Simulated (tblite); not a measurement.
A geometry optimisation, step by step.

Species: C₅H₁₁BrSi.
Atom-mapped SMILES: `[CH2:1]=[CH:2][CH2:3][C@@H:4]([CH3:5])[SiH2:6][Br:7]` (hydrogens: H8, H9 on C1; H10 on C2; H11, H12 on C3; H13 on C4; H14, H15, H16 on C5; H17, H18 on Si6)

Computed with GFN2-xTB (tblite), gas phase: L-BFGS steps from a force-field or distance-geometry start until the largest atomic force falls under 0.01 eV/Å. 4 of its 49 geometries are shown.

Step 0: E = -602.4773 eV, largest atomic force 2.312 eV/Å
```
atom  x, y, z in Å  |  force x, y, z in eV/Å
C1      2.748   -0.812    0.015   -1.186   1.197  -0.485
C2      1.869    0.141   -0.381    1.178  -1.668   1.085
C3      0.667    0.535    0.421   -0.383   0.138  -0.261
C4     -0.663    0.326   -0.365    0.092  -0.546   0.777
C5     -0.909   -1.175   -0.636   -0.047   0.148  -0.035
Si6    -2.157    1.156    0.494    0.066   0.437  -0.486
Br7    -2.487    0.244    2.483   -0.011   0.044  -0.061
H8      2.613   -1.356    0.945    0.055   0.168  -0.330
H9      3.610   -1.056   -0.592   -0.151   0.007   0.178
H10     2.050    0.664   -1.301   -0.119   0.152  -0.201
H11     0.771    1.600    0.667   -0.084   0.011  -0.062
H12     0.626   -0.003    1.376    0.060  -0.084  -0.247
H13    -0.583    0.826   -1.317    0.199   0.174  -0.478
H14    -1.847   -1.326   -1.183    0.120   0.098   0.182
H15    -0.115   -1.584   -1.266    0.020   0.053   0.194
H16    -0.954   -1.758    0.293    0.045   0.257  -0.252
H17    -1.877    2.609    0.671   -0.135  -0.562   0.101
H18    -3.372    0.975   -0.334    0.279  -0.024   0.380
```

Step 16: E = -602.5948 eV, largest atomic force 0.059 eV/Å
```
atom  x, y, z in Å  |  force x, y, z in eV/Å
C1      2.718   -0.802    0.011    0.000  -0.025   0.018
C2      1.857    0.125   -0.364    0.017   0.004  -0.020
C3      0.648    0.538    0.415    0.032  -0.012   0.001
C4     -0.644    0.331   -0.389    0.005  -0.002  -0.021
C5     -0.897   -1.156   -0.638    0.000  -0.018   0.009
Si6    -2.131    1.168    0.453   -0.005   0.039  -0.044
Br7    -2.466    0.252    2.443    0.032  -0.041   0.025
H8      2.597   -1.344    0.934    0.004   0.003   0.014
H9      3.582   -1.056   -0.581   -0.042   0.005   0.003
H10     2.001    0.651   -1.301   -0.012   0.013  -0.001
H11     0.752    1.599    0.668   -0.009   0.007  -0.005
H12     0.599   -0.026    1.349   -0.003  -0.014   0.004
H13    -0.505    0.812   -1.365   -0.034   0.034  -0.005
H14    -1.830   -1.311   -1.178    0.005   0.009  -0.003
H15    -0.091   -1.590   -1.227    0.024   0.016   0.024
H16    -0.952   -1.699    0.304   -0.022  -0.001   0.015
H17    -1.876    2.577    0.731   -0.009  -0.031  -0.017
H18    -3.372    0.938   -0.276    0.018   0.013   0.004
```

Step 32: E = -602.5995 eV, largest atomic force 0.029 eV/Å
```
atom  x, y, z in Å  |  force x, y, z in eV/Å
C1      2.701   -0.808    0.013    0.018  -0.006   0.011
C2      1.853    0.127   -0.368    0.000  -0.012  -0.002
C3      0.647    0.547    0.411   -0.003   0.008  -0.002
C4     -0.644    0.340   -0.397   -0.020   0.011  -0.013
C5     -0.892   -1.149   -0.632    0.011  -0.006  -0.006
Si6    -2.130    1.169    0.449   -0.022   0.014   0.012
Br7    -2.398    0.203    2.429   -0.008   0.011   0.002
H8      2.580   -1.338    0.943   -0.011  -0.003   0.007
H9      3.559   -1.079   -0.579    0.000  -0.001  -0.013
H10     1.996    0.644   -1.311   -0.001   0.004   0.013
H11     0.749    1.607    0.667    0.015   0.021  -0.007
H12     0.593   -0.021    1.342    0.010   0.002   0.000
H13    -0.508    0.818   -1.373   -0.003   0.018  -0.014
H14    -1.798   -1.310   -1.215    0.009   0.000   0.007
H15    -0.055   -1.589   -1.173    0.010  -0.023  -0.002
H16    -0.992   -1.676    0.316   -0.020  -0.006  -0.011
H17    -1.890    2.578    0.734    0.001  -0.023   0.005
H18    -3.380    0.943   -0.266    0.014  -0.007   0.012
```

Step 48: E = -602.6011 eV, largest atomic force 0.008 eV/Å
```
atom  x, y, z in Å  |  force x, y, z in eV/Å
C1      2.694   -0.816    0.016   -0.004  -0.002   0.001
C2      1.854    0.125   -0.371    0.004   0.007   0.002
C3      0.649    0.560    0.401    0.001   0.002   0.001
C4     -0.645    0.344   -0.400   -0.002   0.000   0.001
C5     -0.886   -1.146   -0.637    0.000  -0.001  -0.003
Si6    -2.132    1.159    0.460   -0.003   0.003   0.004
Br7    -2.388    0.195    2.442    0.001   0.000  -0.002
H8      2.563   -1.344    0.947   -0.004  -0.002   0.000
H9      3.550   -1.096   -0.575   -0.005  -0.001   0.003
H10     2.007    0.640   -1.312   -0.003  -0.002  -0.004
H11     0.755    1.625    0.637    0.004   0.003   0.000
H12     0.597    0.008    1.343    0.003  -0.003  -0.001
H13    -0.518    0.827   -1.377    0.000   0.000   0.000
H14    -1.767   -1.305   -1.258   -0.002  -0.002   0.002
H15    -0.030   -1.595   -1.139    0.003   0.002   0.001
H16    -1.033   -1.669    0.307    0.005  -0.002  -0.005
H17    -1.897    2.567    0.750    0.002   0.002  -0.001
H18    -3.384    0.927   -0.245    0.002  -0.006   0.000
```

Problem. Summarise the path.

Solution. The energy falls by 0.1238 eV from step 0 to step 48; nine tenths of that is first reached at step 9. It falls at every step. The largest force goes from 2.312 to 0.008 eV/Å. Among the bonds C1=C2 changes most, from 1.355 to 1.319 Å; the atoms move by 0.080 Å rms after alignment.

Problem. Follow the three bonds and two angles with the largest change from start to end.

Solution. 
| step | E above end (eV) | largest force (eV/Å) | C1=C2 (Å) | Si6–H17 (Å) | Si6–H18 (Å) | Br7–Si6–H18 (°) | Br7–Si6–H17 (°) |
| --- | --- | --- | --- | --- | --- | --- | --- |
| 0 | 0.1238 | 2.312 | 1.355 | 1.491 | 1.481 | 109.2 | 108.9 |
| 2 | 0.0485 | 0.279 | 1.322 | 1.470 | 1.468 | 108.5 | 108.3 |
| 4 | 0.0293 | 0.219 | 1.322 | 1.452 | 1.454 | 107.3 | 107.3 |
| 6 | 0.0195 | 0.188 | 1.318 | 1.453 | 1.453 | 106.3 | 106.3 |
| 8 | 0.0138 | 0.165 | 1.319 | 1.458 | 1.456 | 105.6 | 105.6 |
| 10 | 0.0105 | 0.076 | 1.320 | 1.457 | 1.457 | 105.1 | 105.2 |
| 13 | 0.0077 | 0.082 | 1.319 | 1.457 | 1.456 | 104.8 | 104.8 |
| 15 | 0.0067 | 0.055 | 1.319 | 1.459 | 1.457 | 104.8 | 104.7 |
| 17 | 0.0057 | 0.065 | 1.320 | 1.458 | 1.457 | 104.8 | 104.7 |
| 19 | 0.0049 | 0.064 | 1.320 | 1.455 | 1.455 | 104.8 | 104.7 |
| 21 | 0.0039 | 0.074 | 1.319 | 1.455 | 1.455 | 105.0 | 104.7 |
| 23 | 0.0032 | 0.044 | 1.319 | 1.457 | 1.457 | 105.3 | 105.0 |
| 25 | 0.0028 | 0.045 | 1.319 | 1.458 | 1.457 | 105.5 | 105.3 |
| 27 | 0.0025 | 0.032 | 1.319 | 1.457 | 1.456 | 105.6 | 105.4 |
| 29 | 0.0022 | 0.041 | 1.319 | 1.456 | 1.456 | 105.5 | 105.4 |
| 31 | 0.0018 | 0.038 | 1.319 | 1.458 | 1.457 | 105.5 | 105.4 |
| 33 | 0.0014 | 0.028 | 1.319 | 1.458 | 1.457 | 105.5 | 105.5 |
| 35 | 0.0012 | 0.037 | 1.319 | 1.456 | 1.456 | 105.5 | 105.5 |
| 38 | 0.0008 | 0.036 | 1.319 | 1.457 | 1.456 | 105.3 | 105.3 |
| 40 | 0.0005 | 0.031 | 1.319 | 1.458 | 1.457 | 105.3 | 105.2 |
| 42 | 0.0003 | 0.027 | 1.319 | 1.458 | 1.457 | 105.4 | 105.2 |
| 44 | 0.0001 | 0.018 | 1.319 | 1.457 | 1.456 | 105.4 | 105.1 |
| 46 | 0.0000 | 0.020 | 1.319 | 1.456 | 1.455 | 105.3 | 105.1 |
| 48 | 0.0000 | 0.008 | 1.319 | 1.457 | 1.456 | 105.3 | 105.1 |

What follows is the cost of the whole relaxation. On one thread of an Arm Neoverse N1, shared host with 64 logical CPUs at a one-minute load of 58, this took 0.66 s.
